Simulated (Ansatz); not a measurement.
Start from `BS[CH](F)[GeH3]` and change one atom or group to get `BS[CH2][GeH3]`.

Ansatz, PBE0-D4/def2-TZVP geometries, multiplicity 1. Each molecule was computed in one conformer, which needn't be the lowest.

Scalar relativity is left out up to krypton.

| property | `BS[CH](F)[GeH3]` |
| --- | --- |
| LUMO energy (PBE/def2-TZVPP) / eV | -2.43 |
| HOMO–LUMO gap (PBE0/def2-TZVPP) / eV | 6.75 |
| HOMO energy (ωB97M-V/def2-TZVPP) / eV | -10.39 |
| size of the dipole moment (B3LYP/def2-TZVPP) / D | 1.54 |
| LUMO energy (PBE0/def2-TZVPP) / eV | -1.49 |
| size of the dipole moment (PBE/def2-TZVPP) / D | 1.44 |

Problem. What does the change do to each property? (Estimate.)

Solution. Ansatz gave: 
```csv
property,`BS[CH2][GeH3]`,shift
LUMO energy (PBE/def2-TZVPP) / eV,-2.12,0.31
HOMO–LUMO gap (PBE0/def2-TZVPP) / eV,6.36,-0.39
HOMO energy (ωB97M-V/def2-TZVPP) / eV,-9.67,0.72
size of the dipole moment (B3LYP/def2-TZVPP) / D,1.56,0.02
LUMO energy (PBE0/def2-TZVPP) / eV,-1.19,0.30
size of the dipole moment (PBE/def2-TZVPP) / D,1.63,0.19
```

With PBE0 the HOMO rises by 0.69 eV and the LUMO rises by 0.30 eV, so the gap narrows by about 0.39 eV. PBE moves the HOMO by 0.58 eV and ωB97M-V by 0.72 eV. Dipoles are sizes alone; their direction can turn.

B3LYP here is the variant with VWN-RPA as its local correlation; programs differ in this.
